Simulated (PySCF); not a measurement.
A structure optimised at B3LYP-D3(BJ)/def2-TZVPD, used in a PySCF frequency run:

```
B
O 1 1.2023
```
Charge 0, spin multiplicity 2.

Q: Write its SMILES, formula and point group.

A: [B]=O, BO, C∞v

Q: What are its rotational constants (standard atomic weights)?

A: 54.196 GHz (linear rotor, B only)
